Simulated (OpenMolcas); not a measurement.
**W+: CASPT2 settings compared**

```
Program             : OpenMolcas
Basis               : ANO-RCC-VDZP [7s6p4d2f1g]
Scalar Hamiltonian  : DKH3, point nucleus
Active space        : 5 electrons in 6 orbitals (5d 6s)
State averaging     : 2S+1 = 6 even, 6 roots; 2S+1 = 4 even, 74 roots kept (CI in the orbitals of an earlier block, 59 in the spin-orbit step); 2S+1 = 2 even, 103 roots kept (CI in the orbitals of an earlier block, 83 in the spin-orbit step)
Spin-orbit coupling : state interaction with AMFI integrals over the reference wave functions, term energies averaged over their components
```

Methods on the same reference wave functions:
A. CASSCF
B. SS-CASPT2, IPEA 0.4 Eh, sigma1 regulariser 0.1 Eh (closed shells correlated: 4f 5s 5p)
C. SS-CASPT2, IPEA 0.3 Eh, sigma2 regulariser 0.4 Eh (closed shells correlated: 5s 5p)
D. MS-CASPT2, IPEA 0.3 Eh, sigma2 regulariser 0.4 Eh (closed shells correlated: 5s 5p)
E. XMS-CASPT2, IPEA 0.35 Eh, imaginary shift 0.1 Eh (closed shells correlated: 5s 5p)

Energies in cm⁻¹ above 5d⁴ 6s ⁶D_1/2, the measured ground level; measured values from NIST Handbook of Basic Atomic Spectroscopic Data.

```csv
Level,A,B,C,D,E,Measured
5d⁴ 6s ⁶D_1/2,0.0,0.0,0.0,0.0,0.0,0.0
5d⁴ 6s ⁶D_3/2,1390,1574,1584,1541,1479,1519
5d⁴ 6s ⁶D_5/2,3072,3360,3370,3320,3220,3172
5d⁴ 6s ⁶D_7/2,4742,4980,4980,5000,4890,4716
5d⁴ 6s ⁶D_9/2,6363,6410,6390,6570,6470,6147
5d⁵ ⁶S_5/2,8210,8000,8340,8150,8330,7420
5d⁴ 6s ⁴P_1/2(1) [69 %],12052,10260,10160,10140,10640,
5d⁴ 6s ⁴D_1/2(1) [71 %],18545,16280,16240,15900,16440,
5d⁴ 6s ⁴D_3/2(1) [74 %],20159,17930,17900,17650,18290,
5d⁴ 6s ⁴H_11/2 [51 %],20960,20750,20710,20630,20780,
5d⁴ 6s ⁴H_13/2,23061,23130,23010,22920,23070,
5d⁴ 6s ⁴G_9/2 [51 %],23602,22800,22700,22580,22870,
5d⁴ 6s ⁴G_11/2 [51 %],24725,24350,24340,24170,24340,
```

Deviations, from unrounded energies. A percentage is the sum of absolute deviations over the sum of measured energies, with the sign that they share, or ± where signs differ.

| Against measurement | Levels | A | B | C | D | E |
| --- | --- | --- | --- | --- | --- | --- |
| mean absolute deviation (cm-1) | 5 | 250 | 270 | 340 | 320 | 300 |
| fine structure of the ground term (%) | 4 | ±3.0 | +5.0 | +5.0 | +5.6 | ±3.7 |
| other configurations (%) | 1 | +10.6 | +7.8 | +12.5 | +9.8 | +12.2 |

A, B lie about equally close to measurement and C furthest from it. The largest miss of A in the table is 5d⁵ ⁶S_5/2, by +790 cm-1. The ranking rests on the paired levels alone, and a cruder setting can come out closer through cancelling errors.

Among B to E the level of the table that moves most is 5d⁴ 6s ⁴D_3/2(1) [74 %], by 640 cm-1 (lowest in D, highest in E). Moves below CASPT2's spread within the term are not significant.

The mean deviations of B to E differ by less than CASPT2's widest spread within a term (560 cm-1), so their order carries little weight.

From A to B the spin-free energies of the other terms of 5d⁴ 6s shown, above ⁶D, scale by factors of 0.78 to 0.98.

The lowest spin-free term lies below A's lowest term by 0.823 hartree in B, 0.205 hartree in C, 0.205 hartree in D, 0.207 hartree in E.

CASPT2 breaks the degeneracy within a term, and the mean is taken; among the terms shown or strongly mixed into the levels shown the widest spread is 560 cm-1 (5d⁴ 6s ⁴H, E). Some high roots are left out of the spin-orbit mixing, which shifts the levels that they would mix with. Terms from blocks run as CI alone lack orbitals of their own. Configurations are named by rounded mean occupations; where the s occupation lies near a half they are strongly mixed, a name can repeat and a true partner stay unpaired. A single d shell beside an s shell can misplace configurations of different d count against each other. Without dynamic correlation excited terms often stand tens of per cent too high (terms of higher spin than the ground term too low), and those without a measured partner can miss by more than the paired ones (holds for A). Blocks of more than 70 roots (2S+1 = 2 even) ran without multistate coupling (holds for D). Measured partners are found by configuration, term and J. A level has none where our copy of the source lacks it or the pairing is in doubt (some pairs that miss far off the trend of their configuration count as doubtful), and it then counts in no deviation. Only configurations of the active space appear. Levels that lie high or do not pair safely by name in every column are left out.

A share in square brackets marks a mixed level and gives the weight of the term that names it, the lowest over the columns. A number in round brackets counts repeated terms of one configuration in the order of the reference energies.
